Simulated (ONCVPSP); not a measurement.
# W: variants of one ONCV potential

Base potential:

| Quantity | Value |
| --- | --- |
| Element | tungsten (W) |
| Generator | ONCVPSP 4.0.1 |
| Type | optimised norm-conserving Vanderbilt (ONCV) |
| Functional | PBEsol |
| Relativity | fully relativistic |
| Frozen core | [Kr] 4d10 |
| Valence charge | 28 |
| Reference configuration | 4f14 5s2 5p6 5d5 6s1 |
| Partial waves | 5s+6s: rc 1.70 bohr, ncon 4, nbas 8, qcut 6.5 1/bohr, 2 projectors; 5p: rc 2.10 bohr, ncon 5, nbas 8, qcut 7.6 1/bohr, 2 projectors, debl 3.4 Ha; 5d: rc 2.80 bohr, ncon 4, nbas 9, qcut 4.9 1/bohr, 2 projectors, debl 0.8 Ha; 4f: rc 1.10 bohr, ncon 4, nbas 8, qcut 17.6 1/bohr, local |
| Local potential | the f channel |
| Core correction | polynomial model core, fcfact 0.55 |

Open shells are filled in proportion to 2j + 1.

Cutoffs, loose and tight: the cutoffs (Ha) at which the residual kinetic energy of the hardest occupied pseudo-wave falls to 1 and 0.1 mHa per electron. They do not see the model core or the augmentation charge, which bear on the density cutoff. Test errors are all-electron minus pseudo excitation energies from the reference, over the configurations 4f14 5s2 5p6 5d4 6s2; 4f14 5s2 5p6 5d4 6s1; 4f14 5s2 5p6 5d4 6s0; 4f14 5s2 5p6 5d2 6s0. A dash means not determined; rows that change the core or the reference have their own tests. The largest error is taken over the tests solved by every variant that gives reliable tests at all: 4f14 5s2 5p6 5d4 6s0; 4f14 5s2 5p6 5d4 6s1; 4f14 5s2 5p6 5d4 6s2.

A true bound ghost makes a file unfit for plane-wave use even where its test errors are small: the radial tests pick states by their node count and pass the ghost by.

```tsv
change	outcome	cutoff, loose	cutoff, tight	bound ghosts	GHOST(+) flags above zero	largest test error (meV)
base	generated, misses its reference levels by 1.29 eV	124 Ha	135 Ha	s, p3/2, p1/2	d5/2	+16
f: qcut 10	generated, misses its reference levels by 1.29 eV	278 Ha	392 Ha	s, d3/2, p3/2, p1/2	p3/2, d5/2, p1/2	+16
s: ncon 5, nbas 9	generated, misses its reference levels by 1.29 eV	124 Ha	135 Ha	s, p3/2, p1/2	d5/2	+17
core correction Teter function, parameters optimised by the program	generated, misses its reference levels by 1.29 eV	124 Ha	135 Ha	s, p3/2, p1/2	d5/2	+16
all radii but the core radius scaled by about 0.91 (s 1.54, p 1.92, d 2.54, f 1.00 bohr)	generated, misses its reference levels by 1.29 eV	134 Ha	145 Ha	s, p3/2, d5/2, p1/2	d3/2	+8.7
functional PBE	generated, misses its reference levels by 1.28 eV	124 Ha	135 Ha	s, p3/2, p1/2	d5/2	+16
```

Question: What comes out with this change to the base: core [Xe] 4f14, valence charge 6; reference 5d4.5 6s1.5; waves now 6s: rc 2.25 bohr, ncon 4, nbas 9, qcut 2.7 1/bohr, 2 projectors, debl 0.4 Ha; p scattering state at 0.33 Ha: rc 2.45 bohr, ncon 3, nbas 6, qcut 2.8 1/bohr, 2 projectors, debl 2.6 Ha; 5d: rc 2.50 bohr, ncon 4, nbas 9, qcut 7.6 1/bohr, 1 projector; local potential polynomial inside 2.10 bohr (lpopt 2, dvloc0 0 Ha)?

Answer: outcome: generated; cutoff, loose: 15 Ha; cutoff, tight: 18 Ha; bound ghosts: s; GHOST(+) flags above zero: p3/2, p1/2; largest test error (meV): 3 of 4 tests not solved or not reliable.
